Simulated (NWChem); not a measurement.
Everything below was run with NWChem. System: H5NSi, charge 0, spin multiplicity 1, at a geometry optimised with B3LYP/def2-SVP. The structure started from a generated list of species. Level: EOM-CCSD/aug-cc-pVDZ, 6 core orbitals frozen.

Job file:

```
start mol
memory heap 100 mb stack 700 mb global 1900 mb
geometry units angstroms nocenter noautoz
  Si     0.577228     0.041841     0.000000
  N     -1.151169    -0.146745     0.000000
  H      1.111187    -0.621536    -1.224796
  H      1.111187    -0.621536     1.224796
  H      1.099459     1.449779     0.000000
  H     -1.672422     0.117369    -0.831826
  H     -1.672422     0.117369     0.831826
  symmetry group Cs
end
basis spherical
  * library aug-cc-pvdz
end
scf
  rhf
  nopen 0
  maxiter 100
  thresh 1e-7
  semidirect memsize 60000000 filesize 0
end
tce
  freeze core 6
  ccsd
  nroots 2
  2eorb
  2emet 13
  thresh 1e-5
  maxiter 200
  tilesize 24
end
task tce energy
```

Output (cleaned and shortened):

```
             Northwest Computational Chemistry Package (NWChem) 7.3.0
             --------------------------------------------------------

                                NWChem Input Module
                                -------------------

 Scaling coordinates for geometry "geometry" by  1.889725989
 (inverse scale =  0.529177249)

 Turning off AUTOSYM since
 SYMMETRY directive was detected!

                             Geometry "geometry" -> ""
                             -------------------------

 Output coordinates in angstroms (scale by  1.889725989 to convert to a.u.)

  No.       Tag          Charge          X              Y              Z
 ---- ---------------- ---------- -------------- -------------- --------------
    1 Si                  14.0000     0.57722800     0.04184100     0.00000000
    2 N                    7.0000    -1.15116900    -0.14674500     0.00000000
    3 H                    1.0000     1.11118700    -0.62153600    -1.22479600
    4 H                    1.0000     1.11118700    -0.62153600     1.22479600
    5 H                    1.0000     1.09945900     1.44977900     0.00000000
    6 H                    1.0000    -1.67242200     0.11736900    -0.83182600
    7 H                    1.0000    -1.67242200     0.11736900     0.83182600

 Effective nuclear repulsion energy (a.u.)      64.2993231658

            Nuclear Dipole moment (a.u.)
            ----------------------------
        X                 Y               Z
 ---------------- ---------------- ----------------
    -0.0000037795     0.0000075589     0.0000000000

      Symmetry information
      --------------------

 Group name             Cs
 Group number              2
 Group order               2
 No. of unique centers     5

      Symmetry unique atoms

     1    2    3    5    6


 Summary of "ao basis" -> "" (spherical)
 ------------------------------------------------------------------------------
       Tag                 Description            Shells   Functions and Types
 ---------------- ------------------------------  ------  ---------------------
 *                        aug-cc-pvdz                 on all atoms

 Summary of "ao basis" -> "ao basis" (spherical)
 ------------------------------------------------------------------------------
       Tag                 Description            Shells   Functions and Types
 ---------------- ------------------------------  ------  ---------------------
 Si                       aug-cc-pvdz               11       27   5s4p2d
 N                        aug-cc-pvdz                9       23   4s3p2d
 H                        aug-cc-pvdz                5        9   3s2p

                                 NWChem SCF Module
                                 -----------------

  ao basis        = "ao basis"
  functions       =    95
  atoms           =     7
  closed shells   =    13
  open shells     =     0
  charge          =   0.00
  wavefunction    = RHF
  use symmetry    = T
  symmetry adapt  = T

 Summary of "ao basis" -> "ao basis" (spherical)
 ------------------------------------------------------------------------------
       Tag                 Description            Shells   Functions and Types
 ---------------- ------------------------------  ------  ---------------------
 Si                       aug-cc-pvdz               11       27   5s4p2d
 N                        aug-cc-pvdz                9       23   4s3p2d
 H                        aug-cc-pvdz                5        9   3s2p
[...]
    22a'  (alpha) ---    13a'  (alpha)        0.2689414693
    23a'  (alpha) ---    13a'  (alpha)       -0.2898662301
    24a'  (alpha) ---    13a'  (alpha)       -0.1069089627

 Doubles contributions
 ------------------

 Excited state root  2
 Excitation energy / hartree =        0.272767989008317
                   / eV      =        7.422397792305756
 largest EOMCCSD amplitudes: R1 and R2

 Singles contributions
    14a'  (alpha) ---    13a'  (alpha)       -0.4521754323
    15a'  (alpha) ---    13a'  (alpha)       -0.6759804870
    17a'  (alpha) ---    13a'  (alpha)        0.1585879313
    18a'  (alpha) ---    13a'  (alpha)       -0.1119067842
    22a'  (alpha) ---    13a'  (alpha)        0.1917636976
    23a'  (alpha) ---    13a'  (alpha)        0.2547167662
    24a'  (alpha) ---    13a'  (alpha)        0.1012480521
    34a'  (alpha) ---    13a'  (alpha)       -0.1035676683

 Doubles contributions

 =========================================
 Excited-state calculation ( a"  symmetry)
 =========================================
 Dim. of EOMCC iter. space      500

 EOMCCSD SOLVER TYPE  1
  maxdiff =   0.48310813984089035

 No. of initial right vectors    2

 EOM-CCSD right-hand side iterations
 --------------------------------------------------------------
      Residuum       Omega / hartree  Omega / eV    Cpu    Wall
 --------------------------------------------------------------

 Iteration   1 using    2 trial vectors
   0.4842322637309   0.3858417770846   10.49929
   0.4847412561366   0.4201279761276   11.43227     0.9     0.9

 Iteration   2 using    4 trial vectors
   0.0974026589937   0.2866650551837    7.80056
   0.0950600071905   0.3212612473056    8.74197     0.8     0.8

 Iteration   3 using    6 trial vectors
   0.0577560302737   0.2786582726404    7.58268
   0.0524525689223   0.3145222066207    8.55859     0.7     0.7

 Iteration   4 using    8 trial vectors
   0.0505953306153   0.2719631366829    7.40050
   0.0595054814547   0.3087191751403    8.40068     0.8     0.8

 Iteration   5 using   10 trial vectors
   0.0224831420949   0.2695273428732    7.33422
   0.0544449811799   0.3023895586922    8.22844     0.8     0.8

 Iteration   6 using   12 trial vectors
   0.0114835316967   0.2687479548406    7.31301
   0.0529840931463   0.2970556723067    8.08330     0.8     0.8

 Iteration   7 using   14 trial vectors
   0.0080881442481   0.2685184307621    7.30676
   0.0493050550688   0.2919362037390    7.94399     0.8     0.8

 Iteration   8 using   16 trial vectors
   0.0043664632749   0.2685383837355    7.30730
   0.0291066630571   0.2901998868963    7.89674     0.8     0.8

 Iteration   9 using   18 trial vectors
   0.0028003381438   0.2685112391992    7.30657
   0.0202127859260   0.2891064323320    7.86699     0.8     0.8

 Iteration  10 using   20 trial vectors
   0.0018644482427   0.2684942601425    7.30610
   0.0115334201305   0.2885281457986    7.85125     0.8     0.8

 Iteration  11 using   22 trial vectors
   0.0009121219508   0.2685029398698    7.30634
   0.0056572790798   0.2885044284008    7.85061     0.8     0.8

 Iteration  12 using   24 trial vectors
   0.0003973944192   0.2684945140250    7.30611
   0.0030902537007   0.2883952746630    7.84764     0.8     0.8

 Iteration  13 using   26 trial vectors
   0.0002049887021   0.2684935049743    7.30608
   0.0020681947536   0.2883946131559    7.84762     0.8     0.8

 Iteration  14 using   28 trial vectors
   0.0001288655878   0.2684940375297    7.30610
   0.0013901897496   0.2884089444484    7.84801     0.8     0.8

 Iteration  15 using   30 trial vectors
   0.0000806740980   0.2684941015874    7.30610
   0.0009879110724   0.2883996979864    7.84776     0.8     0.8

 Iteration  16 using   32 trial vectors
   0.0000458102385   0.2684942440425    7.30610
   0.0006443670217   0.2884064753578    7.84794     0.8     0.8

 Iteration  17 using   34 trial vectors
   0.0000284235215   0.2684941909961    7.30610
   0.0004058268938   0.2884009682989    7.84779     0.8     0.8

 Iteration  18 using   36 trial vectors
   0.0000221046047   0.2684941120005    7.30610
   0.0003301131593   0.2884014826623    7.84781     0.8     0.8

 Iteration  19 using   38 trial vectors
   0.0000133662326   0.2684941123763    7.30610
   0.0002349912499   0.2884010172487    7.84779     0.8     0.8

 Iteration  20 using   40 trial vectors
   0.0000073776836   0.2684941367862    7.30610
   0.0001520244668   0.2884001357507    7.84777     0.8     0.8

 Iteration  21 using   41 trial vectors
   0.0000048537310   0.2684941371290    7.30610
   0.0001124999259   0.2884003294856    7.84778     0.4     0.4

 Iteration  22 using   42 trial vectors
   0.0000030960476   0.2684941366172    7.30610
   0.0000812898049   0.2884001265740    7.84777     0.4     0.4

 Iteration  23 using   43 trial vectors
   0.0000018962440   0.2684941386639    7.30610
   0.0000480410468   0.2884002605358    7.84777     0.4     0.4

 Iteration  24 using   44 trial vectors
   0.0000013476573   0.2684941377819    7.30610
   0.0000261796662   0.2884005400599    7.84778     0.4     0.4

 Iteration  25 using   45 trial vectors
   0.0000011629990   0.2684941387202    7.30610
   0.0000130214448   0.2884004820447    7.84778     0.4     0.4

 Iteration  26 using   46 trial vectors
   0.0000010881168   0.2684941382136    7.30610
   0.0000063262171   0.2884004928058    7.84778     0.4     0.4
 --------------------------------------------------------------
 Iterations converged
 ------------------

 Excited state root  1
 Excitation energy / hartree =        0.268494138213603
                   / eV      =        7.306100345458503
 largest EOMCCSD amplitudes: R1 and R2

 Singles contributions
    16a"  (alpha) ---    11a'  (alpha)       -0.1325738413
    16a"  (alpha) ---    13a'  (alpha)       -0.8329292275
    25a"  (alpha) ---    13a'  (alpha)        0.3308147359

 Doubles contributions
 ------------------

 Excited state root  2
 Excitation energy / hartree =        0.288400492805766
                   / eV      =        7.847780045172899
 largest EOMCCSD amplitudes: R1 and R2

 Singles contributions
    19a"  (alpha) ---    13a'  (alpha)        0.4859768749
    20a"  (alpha) ---    13a'  (alpha)        0.5179835849
    25a"  (alpha) ---    13a'  (alpha)        0.3299724451
    28a"  (alpha) ---    13a'  (alpha)       -0.4012781701
    29a"  (alpha) ---    13a'  (alpha)        0.2308369259

 Doubles contributions

 Task  times  cpu:       50.7s     wall:       50.7s

 Total times  cpu:       50.7s     wall:       50.7s
```
